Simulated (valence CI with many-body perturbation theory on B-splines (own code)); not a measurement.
# Pr¹⁷⁺: E2, M1 decay

Computed by relativistic CI+MBPT: six valence electrons over a frozen Dirac-Fock core [Kr], a basis of 7 s, 7 p, 8 d, 6 f, 4 g, 1 h functions for each j, with the one-electron correlation potential Σ1, the two-electron term Σ2, the three-electron term Σ3, Breit, model QED; selected CI, second order for the rest, scaled by the run's own slope (own B-spline code, finite nucleus).

No measured spectrum was set against this ion. As an estimate, terms of the open shell hold to 2 to 4 % of their energy, and close levels can change places. Core correlation moves these levels by up to 10000 cm⁻¹, and in measured spectra 5 to 20 % of such shifts remained as error; rates that hang on mixing are uncertain with them. Among the levels kept, up to 1100 cm⁻¹ of a level comes from second order outside the variational space, and about a tenth of that is noise between levels of different J, which matters for small intervals. Only levels of the ground parity were solved; by the run's estimate the other parity begins above the list, which can be wrong where configurations are misplaced.

Lines 51 to 100 of 119 in falling wavelength, among levels below 230180 cm⁻¹, chosen from the decays that carry over 1 % of a level's rate. Wavelengths and rates use the calculated energies, so an error of 2000 cm⁻¹ moves a line at 2538 Å by 5.1 % and its rate by three times that or more. Electric multipoles are in the length gauge, E1 and E2 with the static RPA response of the core. Weak lines are less certain than strong ones. Lines between different terms over intervals too small for the method are left out, as are lines whose strength nearly cancels. Where a level lies close to another of its J and parity, the split of strength between their lines is uncertain. Branching is blank where the lifetime is uncertain.

Names give the largest LS component (configuration and term), which can be under half, so a name can repeat, a term be missing and a line seem to break the LS rules; names also repeat where a configuration has a term twice. Letters in brackets count levels of one name in rising energy.

```
λ vac (Å)         Upper         Lower  Type   A (s⁻¹)  Branch %
     2538  4d⁶ ³P_1 [b]      4d⁶ ³D_2    M1  1.03e+02       2.4
     2503  4d⁶ ³F_2 [a]      4d⁶ ⁵D_3    M1  8.73e+02      80.3
     2466  4d⁶ ³P_1 [a]  4d⁶ ³F_2 [a]    M1  3.62e+02      28.8
     2421      4d⁶ ³G_4  4d⁶ ³H_4 [a]    M1  2.75e+02      33.5
     2363  4d⁶ ⁵D_2 [b]  4d⁶ ⁵D_2 [a]    M1  2.87e+02      25.6
     2358      4d⁶ ¹I_6      4d⁶ ³H_6    M1  3.94e+02      69.0
     2356  4d⁶ ³P_1 [b]  4d⁶ ¹S_0 [a]    M1  5.06e+02      11.9
     2347  4d⁶ ³P_1 [b]      4d⁶ ³D_1    M1  4.65e+01       1.1
     2321      4d⁶ ¹I_6      4d⁶ ³G_5    M1  1.75e+02      30.6
     2293  4d⁶ ³F_2 [b]      4d⁶ ³D_3    M1  2.11e+01       1.1
     2233      4d⁶ ³H_5  4d⁶ ³H_4 [a]    M1  1.33e+01       2.0
     2213  4d⁶ ³F_3 [a]  4d⁶ ⁵D_2 [a]    M1  5.86e+01       8.9
     2205      4d⁶ ³F_4      4d⁶ ³H_5    M1  3.86e+02      18.7
     2181  4d⁶ ³P_1 [a]  4d⁶ ⁵D_2 [b]    M1  1.25e+02       9.9
     2159      4d⁶ ³D_1      4d⁶ ⁵D_1    M1  2.03e+02      29.0
     2156      4d⁶ ³D_3  4d⁶ ³H_4 [a]    M1  2.13e+02      17.3
     2151  4d⁶ ¹S_0 [a]      4d⁶ ⁵D_1    M1  2.17e+03     100.0
     2146  4d⁶ ¹D_2 [a]  4d⁶ ³F_2 [a]    M1  5.43e+02      42.2
     2110      4d⁶ ³D_1      4d⁶ ⁵D_0    M1  3.29e+02      47.1
     2100  4d⁶ ³F_2 [a]  4d⁶ ⁵D_2 [a]    M1  1.54e+02      14.2
     2063  4d⁶ ¹G_4 [a]  4d⁶ ³F_3 [a]    M1  2.02e+02      20.2
     2047  4d⁶ ³F_2 [b]      4d⁶ ³D_2    M1  4.39e+02      22.9
     2040  4d⁶ ¹D_2 [a]  4d⁶ ³F_3 [a]    M1  2.96e+02      23.0
     2039      4d⁶ ³G_5      4d⁶ ⁵D_4    M1  8.53e+01      84.4
     2019      4d⁶ ³D_2      4d⁶ ⁵D_1    M1  2.48e+01       5.4
     2011      4d⁶ ³H_6      4d⁶ ⁵D_4    E2  6.64e-04          
     1927  4d⁶ ¹D_2 [a]  4d⁶ ⁵D_2 [b]    M1  4.24e+01       3.3
     1921  4d⁶ ³F_2 [b]      4d⁶ ³D_1    M1  3.09e+02      16.1
     1910      4d⁶ ³G_3  4d⁶ ³H_4 [a]    M1  3.33e+01       4.5
     1892  4d⁶ ³H_4 [b]      4d⁶ ⁵D_3    M1  1.79e+01       1.9
     1864      4d⁶ ³F_4  4d⁶ ³H_4 [b]    M1  6.62e+02      32.1
     1794      4d⁶ ¹F_3  4d⁶ ³H_4 [a]    M1  3.29e+02      50.4
     1789  4d⁶ ³P_0 [a]      4d⁶ ⁵D_1    M1  2.91e+02      93.2
     1756  4d⁶ ³P_1 [b]  4d⁶ ³F_2 [a]    M1  9.50e+02      22.3
     1739      4d⁶ ³D_2      4d⁶ ⁵D_3    M1  9.15e+01      20.0
     1734      4d⁶ ³G_4      4d⁶ ⁵D_3    M1  4.86e+01       5.9
     1707  4d⁶ ¹G_4 [a]      4d⁶ ³G_5    M1  5.39e+02      54.0
     1690  4d⁶ ³F_3 [a]      4d⁶ ⁵D_4    M1  3.58e+02      54.2
     1614      4d⁶ ³D_1  4d⁶ ⁵D_2 [a]    M1  5.26e+01       7.5
     1606  4d⁶ ³P_1 [b]  4d⁶ ⁵D_2 [b]    M1  1.98e+03      46.5
     1594      4d⁶ ³D_3      4d⁶ ⁵D_3    M1  4.20e+02      34.1
     1534      4d⁶ ³D_2  4d⁶ ⁵D_2 [a]    M1  2.57e+02      56.1
     1506  4d⁶ ³F_2 [b]  4d⁶ ³F_2 [a]    M1  2.05e+01       1.1
     1455      4d⁶ ³G_3      4d⁶ ⁵D_3    M1  1.38e+02      18.6
     1453  4d⁶ ³F_2 [b]  4d⁶ ³F_3 [a]    M1  1.89e+02       9.8
     1436  4d⁶ ¹G_4 [a]  4d⁶ ³H_4 [a]    M1  1.26e+01       1.3
     1420      4d⁶ ³D_3  4d⁶ ⁵D_2 [a]    M1  3.19e+01       2.6
     1397  4d⁶ ³P_0 [a]  4d⁶ ⁵D_2 [a]    E2  1.17e+01       3.8
     1395  4d⁶ ³F_2 [b]  4d⁶ ⁵D_2 [b]    M1  2.72e+02      14.1
     1387      4d⁶ ¹F_3      4d⁶ ⁵D_3    M1  1.06e+02      16.2
```
